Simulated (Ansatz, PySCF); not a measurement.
Reaction (SMILES): O=CO -> O=[C]O + H atom (the C-H bond at the site shown breaks; other sites are not compared here)
Structures are relaxed separately at B3LYP-D3(BJ)/def2-TZVP in Ansatz (a first-principles code), one conformer each, not searched for the lowest.

Quantity: bond dissociation energy (0 K, with B3LYP-D3(BJ) harmonic zero-point energies from PySCF), in eV. Correlated levels leave the core frozen unless marked. UHF or UKS for open shells. Spin-orbit coupling is left out. Non-relativistic unless marked X2C. Basis-set limits of correlation are two-point, X^-3; Hartree-Fock from the larger set. [CCSD(T)-MP2]/basis is that difference in the basis named.

| level | program | bond dissociation energy (eV) | minus last row |
|---|---|---|---|
| HF/6-31G* | Ansatz | 3.35 | -0.95 |
| HF/def2-TZVPD | PySCF | 3.33 | -0.97 |
| HF-D4/def2-TZVPD | PySCF + dftd4 | 3.38 | -0.92 |
| revPBE-D4/def2-TZVPD | Ansatz + dftd4 | 4.00 | -0.30 |
| r2SCAN/def2-TZVPD | Ansatz | 4.07 | -0.23 |
| r2SCAN-D3(BJ)/def2-TZVPD | Ansatz + dftd3 | 4.07 | -0.23 |
| B3LYP/def2-TZVPD | Ansatz | 4.15 | -0.15 |
| PBE0/6-31G* | Ansatz | 4.15 | -0.15 |
| BHLYP-D4/def2-TZVPD | Ansatz + dftd4 | 4.19 | -0.11 |
| BHLYP/def2-TZVPD | Ansatz | 4.18 | -0.12 |
| TPSSh/def2-TZVPD | PySCF | 4.17 | -0.13 |
| SCS-MP2/cc-pVDZ | Ansatz | 4.07 | -0.23 |
| CCSD/aug-cc-pVTZ | Ansatz | 4.24 | -0.06 |
| X2C-CCSD(T)/cc-pVTZ-DK | Ansatz | 4.22 | -0.08 |
| RI-MP2/CBS(aug-cc-pVTZ,aug-cc-pVQZ)+[CCSD(T)-MP2]/aug-cc-pVTZ | Ansatz | 4.30 | 0.00 |
